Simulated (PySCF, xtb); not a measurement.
C2H6N, SMILES [CH2]NC, multiplicity 2.

Harmonic wavenumbers (cm⁻¹) from GFN2-xTB run with xtb at its own minimum, in rising order: 173, 305, 394, 590, 688, 974, 1020, 1096, 1201, 1291, 1365, 1413, 1454, 1476, 1492, 2876, 3003, 3018, 3107, 3153, 3386.

Problem. What does ωB97X-D3(BJ)/def2-TZVP (PySCF) give at its own minimum? (An estimate is asked for; the answer gives what the named calculation found.)

Solution. 194, 331, 391, 614, 647, 983, 1046, 1145, 1262, 1315, 1454, 1481, 1494, 1509, 1551, 3020, 3102, 3144, 3164, 3276, 3625. Paired by order, the mean absolute difference is 65 cm⁻¹ and the zero-point energies are 47.9 and 49.7 kcal/mol.
